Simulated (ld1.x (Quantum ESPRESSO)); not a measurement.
**What one change does to a pseudopotential (Ti (Z = 22), ultrasoft)**

- Element: Ti
- Generator: ld1.x (Quantum ESPRESSO) 7.5
- Type: ultrasoft
- Functional: PBEsol
- Relativity: scalar-relativistic
- Frozen core: [Ar]
- Valence charge: 4
- Reference configuration: 3d2 4s0 4p0 (charge +2)
- Partial waves: 4s (bound, empty): rcut 2.35, rcutus 2.75 bohr; 4s channel at 3.05 Ry: rcut 2.35, rcutus 2.75 bohr; 4p (bound, empty): rcut 2.70, rcutus 2.95 bohr; 4p channel at 0.3 Ry: rcut 2.70, rcutus 2.95 bohr; 3d (bound): rcut 2.10, rcutus 2.40 bohr; 3d channel at 0.4 Ry: rcut 2.10, rcutus 2.40 bohr
- Local potential: all-electron potential smoothed inside 2.65 bohr (lloc = -1)
- Core correction: a·sin(br)/r model core, default radius (core density twice the valence density)
- Augmentation charge: PSQ, radius 2.35 bohr

All-electron outer shells of the reference configuration (PBEsol, scalar-relativistic, ld1.x):

| shell | level (eV) | outermost node (bohr) | outermost maximum (bohr) |
| --- | --- | --- | --- |
| 3p | -54.64 | 0.37 | 0.90 |
| 3d | -19.62 | – | 0.97 |
| 4s | -16.65 | 1.23 | 2.58 |
| 4p | -12.19 | 1.35 | 3.07 |

Change: fully relativistic.

Cutoffs: the cutoffs (Ry, on a coarse ladder) from which the occupation-weighted sum of valence levels, in a spherical-Bessel basis at the reference potential, stays within 10 and 1 mRy of its value at 400 Ry; they do not see the model core or the augmentation charge, which bear on the density cutoff. Errors are all-electron minus pseudo energies relative to the spin-unpolarised reference configuration.

**Question.** Predict the effect on cutoff, ghosts and configuration errors.

**Answer.** The potential gets neither clearly harder nor softer (15 Ry and 18 Ry → 15 Ry and 18 Ry); of the 7 tests that both files solve, the error grows in 3 and shrinks in 4 by more than 15 % and 0.3 meV (median size 9.0 → 4.3 meV); neither file shows a bound ghost.

```tsv
quantity	base	changed
cutoff, loose	15 Ry	15 Ry
cutoff, tight	18 Ry	18 Ry
bound ghosts	none	none
error for 3d2 4s2 4p0, meV [ΔE -20.83 eV]	-9.0	-4.3
error for 3d2 4s1 4p0, meV [ΔE -13.47 eV]	-6.5	-3.8
error for 3d1 4s0 4p0, meV [ΔE 26.90 eV]	-601	-893
error for 3d1 4s2 4p1, meV [ΔE -16.13 eV]	-242	-468
error for 3d1 4s2 4p0, meV [ΔE -11.07 eV]	-278	-510
error for 3d2 4s0 4p1, meV [ΔE -9.69 eV]	-1.0	-0.6
error for 3d2 4s1 4p1, meV [ΔE -17.74 eV]	-4.5	-1.8
s: phases at 3.21 bohr within 0.05 rad from the reference energy up to (Ry; the scan ends near 5)	to the end of the scan	to the end of the scan
lowest overlap eigenvalue by channel	s 0.70, p 0.59, d 0.88	s 0.70, p1/2 0.59, p3/2 0.59, d3/2 0.88, d5/2 0.88
```
